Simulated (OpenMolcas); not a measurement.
V4+: moving the ligands

V4+ with 6 ligands (chloride) in trigonal prismatic coordination (D3h) at 2.34 Å, a polar angle of 46.6° against the regular 49.1°. A charge of +0.333 e stands 3.2 Å behind each ligand. Ligand basis ANO-RCC-VDZP.
```
V     0.0000    0.0000    0.0000
Cl    1.7014    0.0000    1.6064
Cl   -0.8507    1.4735    1.6064
Cl   -0.8507   -1.4735    1.6064
Cl    1.7014    0.0000   -1.6064
Cl   -0.8507    1.4735   -1.6064
Cl   -0.8507   -1.4735   -1.6064
```

```json
{
  "Program": "OpenMolcas 26.06",
  "Method": "SS-CASPT2, IPEA 0.25 Eh, imaginary shift 0.1 Eh (closed shells correlated: 3s 3p and the ligand valence shells)",
  "Basis": "ANO-RCC-VDZP [5s4p2d1f]",
  "Scalar Hamiltonian": "DKH2, point nucleus",
  "Active space": "1 electron in 5 orbitals (3d)",
  "State averaging": "2S+1 = 2 even, 5 roots",
  "Spin-orbit coupling": "RASSI with atomic mean-field integrals over the reference wave functions"
}
```

Runs around this geometry, states (labels of D3, the rotations of D3h). Energies in cm-1 above the lowest state or level, χT in cm3 K/mol.

```csv
R (Å),Polar angle / regular,Ground state,First state of that spin,First gap with spin-orbit (degeneracies),χT at 300 K
2.34,0.893,2A1,2E 2890,"2720 (2, 2)",0.375
2.23,0.95,2A1,2E 4520,"4360 (2, 2)",0.375
2.34,0.95,2A1,2E 3210,"3040 (2, 2)",0.375
2.4,0.95,2A1,2E 2570,"2390 (2, 2)",0.375
```

Taking the first state of the same spin as R^-n, n = -ln(2570 / 4520) / ln(2.4 / 2.23) = 7.7 between the shortest and longest distance.

Roots that are degenerate in the reference are averaged as groups; the widest CASPT2 spread within a group is 280 cm-1 (the 2-fold group of multiplicity 2 near 2890 cm-1 above the lowest state of its run, R = 2.34, ratio = 0.893). Shifts and gaps below about the spread of the groups concerned are not significant. Over all roots computed the reference weight is 0.63 in R = 2.34 in ratio = 0.893, 0.63 to 0.64 in R = 2.23 in ratio = 0.95, 0.63 in R = 2.34 in ratio = 0.95, 0.63 in R = 2.4 in ratio = 0.95; a low but even weight reflects the number of correlated electrons. Ligand-to-metal charge-transfer states are missing. The least metal-like active orbital is 75 % on the metal (Löwdin) and no ligand orbital is active, so the numbers are rough (holds for R = 2.34, ratio = 0.893). The least metal-like active orbital is 74 % on the metal (Löwdin) and no ligand orbital is active, so the numbers are rough (holds for R = 2.23, ratio = 0.95). The least metal-like active orbital is 76 % on the metal (Löwdin) and no ligand orbital is active, so the numbers are rough (holds for R = 2.34, ratio = 0.95; R = 2.4, ratio = 0.95). No measured value stands beside these numbers; the geometry was imposed, not optimised, and the real ion may take another.
